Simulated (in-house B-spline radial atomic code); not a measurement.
Response of Hf4+ as one setting changes: the share of exact exchange in a PBE hybrid. A dash marks a strongly mixed or unbound state. Computed with an all-electron radial atomic-structure program (B-spline basis): linear response of the closed shell [Xe] 4f14 with the functional's adiabatic kernel; scalar-relativistic (spin-free one-electron X2C), finite nucleus, no spin-orbit coupling, no double excitations, S, P, D and F terms only; shells from n = 3 respond. Only terms of natural parity with L up to 3 were computed.

Spin-orbit coupling is strong here, so these LS terms don't match observed levels.

```
share of exact exchange in a PBE hybrid  lowest 1P (eV)  lowest 3P, Tamm-Dancoff (eV)  minus highest occupied level (eV)  α (bohr³)
                                      0  4f → 5d 20.828                4f → 5d 18.559                              57.88      3.272
                                    0.1               ?                             ?                                  ?          ?
                                    0.2  4f → 5d 21.661                4f → 5d 19.310                              60.96      3.238
                                    0.3  4f → 5d 22.076                4f → 5d 19.688                              62.51      3.222
                                    0.4  4f → 5d 22.490                4f → 5d 20.066                              64.08      3.207
                                    0.5  4f → 5d 22.902                4f → 5d 20.445                              65.66      3.193
                                    0.6  4f → 5d 23.314                4f → 5d 20.825                              67.26       3.18
                                    0.7  4f → 5d 23.724                4f → 5d 21.207                              68.86      3.167
                                    0.8  4f → 5d 24.134                4f → 5d 21.590                              70.48      3.155
                                    0.9               ?                             ?                                  ?          ?
                                      1  4f → 5d 24.950                4f → 5d 22.360                              73.75      3.132
```

(1) What belongs in the row for 0.1?

(2) What belongs in the row for 0.9?

Results:

(1) lowest 1P (eV): 4f → 5d 21.245; lowest 3P, Tamm-Dancoff (eV): 4f → 5d 18.934; minus highest occupied level (eV): 59.41; α (bohr³): 3.255.

(2) lowest 1P (eV): 4f → 5d 24.542; lowest 3P, Tamm-Dancoff (eV): 4f → 5d 21.974; minus highest occupied level (eV): 72.11; α (bohr³): 3.143.
